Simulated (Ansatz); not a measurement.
`[GaH2][CH]1BO1` + `BN` → `B[NH][GaH2]` + `B1CO1` at 700 K and 1 bar (ligand exchange at a Ga–C bond).

Isolated molecules relaxed with PBE0-D4/def2-TZVP in Ansatz; ΔE leaves out vibrations. CCSD(T)/CBS is the MP2 limit (def2-TZVPP, def2-QZVPP) plus CCSD(T) − MP2 in def2-TZVPP, frozen cores. This one scheme is used for every species. For Ga outer-core shells are correlated without core-valence functions, which leaves a few kJ/mol of doubt a bond. Scalar relativity is left out up to krypton.

```
         species  CCSD(T)/CBS energy (Eh)  H − E (kJ/mol)  S (J/(mol·K))
`[GaH2][CH]1BO1`              -2064.32562           181.7          409.9
            `BN`                -81.93499           163.7          282.2
   `B[NH][GaH2]`              -2006.47671           194.1          386.9
         `B1CO1`               -139.80191           150.0          304.8
```

H − E and S are ideal-gas, rigid-rotor, harmonic terms from PBE0-D4/def2-TZVP, for one conformer and one mirror image of each species. 1 Eh = 2625.50 kJ/mol, R = 8.31446 J/(mol·K).

Question: By hand: ΔE, ΔH, ΔS and ΔG.

Answer: ΔE = (-2006.47671) + (-139.80191) − (-2064.32562) − (-81.93499) = -0.01801 Eh = -47.3 kJ/mol. Δ(H − E) = 194.1 + 150.0 − 181.7 − 163.7 = -1.3, so ΔH = -48.6 kJ/mol. ΔS = 386.9 + 304.8 − 409.9 − 282.2 = -0.4 J/(mol·K). ΔG = -48.6 − 700 × (-0.4)/1000 = -48.3 kJ/mol.

Question: By hand: the equilibrium constant, and the temperature at which ΔG would vanish if ΔH and ΔS stayed fixed.

Answer: log₁₀ K = −ΔG/(RT ln 10) = 3.6. ΔG = 0 at ΔH/ΔS = 121500 K, far beyond where these terms or the molecules hold.

The number of gas molecules stays the same, so ΔS is small and ΔH decides. A doubt of 5 kJ/mol in ΔE shifts log₁₀ K by 0.4 here. Other conformers and mirror images would add mixing entropy, several J/(mol·K) or more a flexible species. These are equilibria of isolated gas molecules and say nothing of rates. Largest T1 diagnostic: 0.016 (customary marks: 0.02 for closed shells, 0.045 for open ones).
